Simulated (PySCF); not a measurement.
cyclobutylmethylsilane (C5H12Si), SMILES C([SiH3])C1CCC1. Atoms are numbered in the order given.

```xyz
18

Si     2.2326     0.4609     0.5424
C      0.7743    -0.7404     0.5115
C     -0.3443    -0.3368    -0.4408
C     -1.6802    -1.1259    -0.4367
C     -2.4162     0.2086    -0.6936
C     -1.1689     0.9463    -0.1561
H      2.8153     0.6048    -0.8283
H      3.3020    -0.0333     1.4633
H      1.7997     1.8143     1.0090
H      1.1607    -1.7421     0.2450
H      0.3766    -0.8305     1.5402
H      0.0414    -0.2929    -1.4769
H     -1.8947    -1.5133     0.5743
H     -1.8037    -1.9475    -1.1612
H     -3.3784     0.3781    -0.1851
H     -2.5549     0.3895    -1.7719
H     -1.2460     1.1212     0.9314
H     -0.8621     1.8884    -0.6394
```

The structure is a stationary point at r2SCAN-D4/def2-SVP. Other conformers were not sampled.

Calculation: TDA-PBE/def2-SVPD (PySCF 2.14.0).

Vertical excitations. The molecule is in vacuum.

Task: List the lowest excited states. (Estimate from the structure and the level; the computed values follow.)

Result: 
```
state  energy (eV)  λ (nm)      f                          main pairs
-----  -----------  ------  -----  ----------------------------------
S1            6.74     184  0.017                      HOMO→LUMO 98 %
S2            7.08     175  0.010                    HOMO−1→LUMO 99 %
S3            7.21     172  0.014                    HOMO→LUMO+1 85 %
S4            7.30     170  0.110                    HOMO→LUMO+2 82 %
S5            7.37     168  0.001  HOMO→LUMO+3 59 %, HOMO−2→LUMO 41 %
S6            7.39     168  0.020  HOMO−2→LUMO 55 %, HOMO→LUMO+3 37 %
T1            6.54     189      0                      HOMO→LUMO 98 %
T2            6.98     178      0                    HOMO−1→LUMO 99 %
```
Triplets are in the Tamm–Dancoff approximation.
